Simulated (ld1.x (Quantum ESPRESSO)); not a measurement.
Pd, PAW: configuration errors across variants

- Element: Pd
- Generator: ld1.x (Quantum ESPRESSO) 7.5
- Type: PAW
- Functional: PBE
- Relativity: scalar-relativistic
- Frozen core: [Ar] 3d10
- Valence charge: 18
- Reference configuration: 4s2 4p6 4d9 5s1 5p0
- Partial waves: 4s (bound): rcut 1.25, rcutus 1.35 bohr; 5s (bound): rcut 1.25, rcutus 1.35 bohr; 4p (bound): rcut 1.55, rcutus 2.15 bohr; 5p (bound, empty): rcut 1.55, rcutus 2.15 bohr; 4d (bound): rcut 1.00, rcutus 1.05 bohr; 4d channel at -0.1 Ry: rcut 1.00, rcutus 1.05 bohr
- Local potential: all-electron potential smoothed inside 1.20 bohr (lloc = -1)
- Core correction: a·sin(br)/r model core inside 1.05 bohr
- Augmentation charge: PSQ, radius 0.85 bohr

All-electron excitation energies from the reference (eV): (1) 4s2 4p6 4d10 5s0 5p0 -1.501; (2) 4s2 4p6 4d9 5s0 5p0 7.614; (3) 4s2 4p6 4d8 5s0 5p0 28.433; (4) 4s2 4p6 4d9 5s0 5p1 3.738; (5) 4s2 4p6 4d8 5s1 5p0 12.139; (6) 4s2 4p6 4d7 5s0 5p0 62.793; (7) 4s2 4p6 4d6 5s0 5p0 112.138.

The overlap operator is not positive definite (basis up to 400 Ry) in “all radii but the core radius scaled by about 0.96 (s 1.30, p 2.06, d 1.00 bohr, rcut 1.20/1.48/0.96); local potential all-electron potential smoothed inside 1.14 bohr (lloc = -1); augmentation PSQ, radius 0.82 bohr”. Such files are unfit for use, however small their errors in these radial tests.

Tests that are not counted but printed errors over 1 eV. “all radii but the core radius scaled by about 0.96 (s 1.30, p 2.06, d 1.00 bohr, rcut 1.20/1.48/0.96); local potential all-electron potential smoothed inside 1.14 bohr (lloc = -1); augmentation PSQ, radius 0.82 bohr”: 4s2 4p6 4d7 5s0 5p0 (solver errors, printed error -2923 eV).

3 further variants failed, have other tests or another functional or relativity, and are left out.

Errors AE − PS in meV (a dash: test not solved or not reliable):

```csv
change,(1),(2),(3),(4),(5),(6),(7),bound ghosts
base,-1.5,-1.6,-2.1,-0.7,+0.4,-5.9,-20,none
"wave 4d channel at -0.1 Ry: rcut 1.00, rcutus 1.05 bohr becomes 4d channel at 2.67 Ry: rcut 1.00, rcutus 1.05 bohr",-1.8,-1.6,-2.8,-0.7,-0.2,-9.2,-29,none
"all radii but the core radius scaled by about 0.96 (s 1.30, p 2.06, d 1.00 bohr, rcut 1.20/1.48/0.96); local potential all-electron potential smoothed inside 1.14 bohr (lloc = -1); augmentation PSQ, radius 0.82 bohr",-43,-7.3,-58,-1.9,-68,–,–,not determined (overlap not positive)
"augmentation PSQ, inside the norm-conserving radii",-1.6,-1.6,-2.1,-0.7,+0.4,-5.7,-19,none
```

Question: Give the same row for: core correction a·sin(br)/r model core inside 0.94 bohr.

Answer: -1.6, -1.6, -2.2, -0.7, +0.3, -6.0, -21; bound ghosts: none.
